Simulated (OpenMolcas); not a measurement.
## What dynamic correlation does to the levels of O

| Property | Result |
| --- | --- |
| Program | OpenMolcas 26.06 |
| Basis | ANO-RCC [8s7p4d3f2g] |
| Scalar Hamiltonian | DKH2, point nucleus |
| Active space | 6 electrons in 8 orbitals (2s 2p 3s 3p) |
| State averaging | 2S+1 = 3 even, 3 roots; 2S+1 = 1 even, 6 roots |
| Spin-orbit coupling | RASSI with atomic mean-field integrals over the reference wave functions, term energies averaged over their components |

Methods on the same reference wave functions:
A. CASSCF
B. SS-CASPT2, IPEA 0.25 Eh, imaginary shift 0.1 Eh (closed shells correlated: 1s)

Energies in cm-1 above 2s2 2p4 3P2, the measured ground level; measured values from NIST Handbook of Basic Atomic Spectroscopic Data.

| Level | A | B | Measured |
| --- | --- | --- | --- |
| 2s2 2p4 3P2 | 0.0 | 0.0 | 0.0 |
| 2s2 2p4 3P1 | 142 | 142 | 158 |
| 2s2 2p4 3P0 | 211 | 211 | 227 |
| 2s2 2p4 1D2 | 17536 | 16020 | 15868 |
| 2s2 2p4 1S0 | 30325 | 33490 | 33793 |

Deviations, from unrounded energies. A percentage is the sum of absolute deviations over the sum of measured energies, with the sign that they share, or ± where signs differ.

```
                        Against measurement  Levels      A     B
             mean absolute deviation (cm-1)       4   1300   120
      fine structure of the ground term (%)       2   -8.5  -8.5
other terms of the ground configuration (%)       2  ±10.3  ±0.9
```

B lies closest to measurement on these levels. The largest miss of B in the table is 2s2 2p4 1S0, by -300 cm-1. The ranking rests on the paired levels alone, and a cruder setting can come out closer through cancelling errors.

From A to B the spin-free energies of the other terms of 2s2 2p4 shown, above 3P, scale by factors of 0.91 to 1.10.

The lowest spin-free term lies below A's lowest term by 0.151 hartree in B.

CASPT2 does not keep the components of a term degenerate, so their means are used; among the terms shown or strongly mixed into the levels shown the widest spread is 17 cm-1 (2s2 2p4 1D, B). Active for correlation alone: 3p 3s; no level in the range computed is led by a configuration that fills them, so any true level of that kind is missing. Without dynamic correlation excited terms often stand tens of per cent too high (terms of higher spin than the ground term too low), and those without a measured partner can miss by more than the paired ones (holds for A). Measured partners are found by configuration, term and J. A level has none where our copy of the source lacks it or the pairing is in doubt (some pairs that miss far off the trend of their configuration count as doubtful), and it then counts in no deviation. Only configurations of the active space appear.
